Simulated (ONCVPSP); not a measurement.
## Before and after: ONCV potential for C (Z = 6)

C (Z = 6), optimised norm-conserving Vanderbilt (ONCV), made with ONCVPSP 4.0.1 (PBE, scalar-relativistic). Core [He], reference 2s2 2p1 (charge +1). Waves: 2s: rc 1.00 bohr, ncon 4, nbas 8, qcut 6.7 1/bohr, 2 projectors, debl 0.6 Ha; 2p: rc 1.65 bohr, ncon 4, nbas 7, qcut 7.3 1/bohr, 2 projectors, debl 3.7 Ha; d scattering state at 0.35 Ha: rc 1.35 bohr, ncon 3, nbas 7, qcut 6 1/bohr, 2 projectors, debl 0.3 Ha. Local part: polynomial inside 0.75 bohr (lpopt 3, dvloc0 -1 Ha). Core correction: Teter function, fcfact 3.5, rcfact 1.4.

In the s channel the program set the typed energies aside and used -0.947, 0.250 Ha.

All-electron outer shells of the reference configuration (PBE, scalar-relativistic, ld1.x):

```
shell  level (eV)  outermost node (bohr)  outermost maximum (bohr)
   1s     -288.39                      –                      0.17
   2s      -25.76                   0.38                      1.17
   2p      -17.00                      –                      1.11
```

Change: core correction Teter function, fcfact 5.6, rcfact 1.4.

Cutoffs: the cutoffs (Ha) at which the residual kinetic energy of the hardest occupied pseudo-wave falls to 1 and 0.1 mHa per electron; they do not see the model core or the augmentation charge, which bear on the density cutoff. Errors are all-electron minus pseudo energies relative to the spin-unpolarised reference configuration.

Q: What does the change do?

A: The potential gets neither clearly harder nor softer (20 Ha and 42 Ha → 20 Ha and 42 Ha); the errors of the 4 common tests hardly move; neither file shows a bound ghost. A model core, the more so a compact one, raises the density cutoff, which this test does not measure.

| quantity | base | changed |
| --- | --- | --- |
| cutoff, loose | 20 Ha | 20 Ha |
| cutoff, tight | 42 Ha | 42 Ha |
| bound ghosts | none | none |
| GHOST(+) flags under 300 eV | none | none |
| error for 2s2 2p2, meV [ΔE -10.86 eV] | +16 | +16 |
| error for 2s2 2p0, meV [ΔE 24.16 eV] | +78 | +74 |
| error for 2s1 2p0, meV [ΔE 72.35 eV] | +271 | +265 |
| error for 2s1 2p2, meV [ΔE 8.75 eV] | +9.1 | +8.1 |
| s: phases at 1.01 bohr within 0.05 rad from the reference energy up to (Ha; the scan ends near 5) | to the end of the scan | to the end of the scan |
| p: phases at 1.68 bohr within 0.05 rad from the reference energy up to (Ha; the scan ends near 5) | to the end of the scan | to the end of the scan |
| d: phases at 1.37 bohr within 0.05 rad from the reference energy up to (Ha; the scan ends near 5) | to the end of the scan | to the end of the scan |
| rms error of d²Exc/dni dnj with the model core, mHa | 3.26 | 3.22 |
